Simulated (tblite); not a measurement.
Compound: C₇H₈F (doublet state).
Cartesian coordinates in Å at the GFN2-xTB level; atoms count from 1:
```xyz
16
C7H8F angstrom
F     -1.0028    2.5556    0.8515
C     -0.5508    1.4211    0.2385
C      0.8076    1.3727    0.0336
C      1.5046    0.2143   -0.5950
C      1.0939   -1.0778    0.0601
C     -0.1436   -1.5382    0.0004
C     -1.2401   -0.8071   -0.7283
C     -1.5250    0.5051   -0.0804
H      1.3962    2.2075    0.3782
H      2.5827    0.3532   -0.5231
H      1.2414    0.1642   -1.6605
H      1.8551   -1.6048    0.6159
H     -0.4185   -2.4520    0.5059
H     -0.9175   -0.6395   -1.7649
H     -2.1481   -1.4082   -0.7555
H     -2.5426    0.7429    0.1835
```

Computed values, GFN2-xTB/tblite, gas phase, harmonic and unscaled. This tight-binding method is rough: wavenumbers can miss measured ones by several per cent, in bad cases by 10 to 20. One conformer, not necessarily the lowest. Open shells enter through the occupations alone, without spin polarisation, and single modes of such species can be off by tens of per cent.

Harmonic wavenumbers (cm⁻¹): 146.4, 156.3, 268.5, 313.0, 350.6, 378.8, 483.7, 490.1, 575.1, 618.9, 671.6, 720.5, 785.2, 811.7, 891.6, 942.8, 963.6, 977.7, 1030.2, 1098.0, 1105.8, 1153.2, 1165.5, 1168.2, 1223.5, 1258.0, 1294.8, 1297.7, 1323.9, 1443.7, 1460.9, 1467.4, 1481.9, 1715.5, 2873.4, 2876.2, 3010.5, 3011.7, 3066.6, 3082.8, 3107.8, 3110.9.

A = 3447, B = 1878, C = 1345 MHz; mass 111.061 u (most abundant isotopes); point group Cs, symmetry number 1; spin multiplicity 2.

Task: What is the zero-point energy?

Result: Half the sum of the wavenumbers: 27687 cm⁻¹ = 331.21 kJ/mol.

Task: Give the ideal-gas entropy at 273.15 K and 1 bar in the rigid-rotor, harmonic-oscillator model (classical rotation).

Result: Translation 165.78, rotation 116.07, vibration 54.33, spin (R ln 2) 5.76: S = 341.9 J/(mol K).

Task: And Cp and H(273.15 K) − H(0)?

Result: Cp = 117.13 J/(mol K), of which vibrations give 83.88 (their classical limit is 42 R = 349.2); H(273.15 K) − H(0) = 18.49 kJ/mol without the zero-point energy, 9.41 from vibrations.

Task: Blend soft modes into free rotors: weight 1/[1 + (100 cm⁻¹/ν̃)⁴] for the oscillator and the rest for a rotor with moment μB/(μ + B), μ = h/(8π²ν), B = 10⁻⁴⁴ kg m². What vibrational entropy results?

Result: 54.24 J/(mol K) in place of 54.33, which changes −T·S at 273.15 K by +0.03 kJ/mol.

Task: What must be added to the electronic energy to get the Gibbs energy at 273.15 K and 1 bar?

Result: ZPE + [H(273.15 K) − H(0)] − T·S = 331.21 + 18.49 − 93.40 = 256.30 kJ/mol.

Hindered rotation and anharmonicity are outside this model. Other conformers, if any are populated, would add a mixing term that is left out.
